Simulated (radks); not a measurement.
Dynamic dipole polarisability and lines of the zinc ion Zn2+, [Ar] 3d10. All-electron calculation, non-relativistic Kohn-Sham, exchange-only LDA, spin-unpolarised, spherical densities, point nucleus. Program: a radial shooting solver on a logarithmic mesh with Libxc functionals. Time-dependent linear response with the Hartree and adiabatic exchange-only LDA kernel, continuum included through the Sternheimer equations. Lines are the poles of the dipole polarisability below minus the highest occupied eigenvalue, found on a grid refined at the orbital gaps; the lowest seven at most are given, and weak or close lines can be missed. The first line takes the name of the lowest orbital gap if no other gap lies below it; otherwise a line is named after a gap within 0.6 % of it, if that gap stands alone.

| photon energy (eV) | alpha (bohr^3) |
|---|---|
| 0 | 3.036 |
| 1.468 | 3.049 |
| 4.403 | 3.167 |
| 7.339 | 3.457 |
| 10.274 | 4.129 |
| 13.210 | 6.389 |
| 16.145 | -23.32 |
| 19.080 | -0.5673 |
| 22.016 | 1.357 |
| 24.951 | 1.745 |

Lines (eV, oscillator strength): 15.739 (78.78 nm, 3d-4p), f = 0.443; 24.018 (51.62 nm, 3d-5p), f = 0.0404. Higher lines, where found, are left out when the end of the mesh affects them. Those listed give 45 % of the static polarisability (sum of f/w^2). Orbital energy gaps for comparison: 3d-4p 15.126 eV; 3d-5p 23.906 eV. At laser wavelengths: 1550 nm 3.040, 1064 nm 3.044, 780 nm 3.052, 532 nm 3.071, 355 nm 3.116, 266 nm 3.184, 193 nm 3.341 bohr^3.
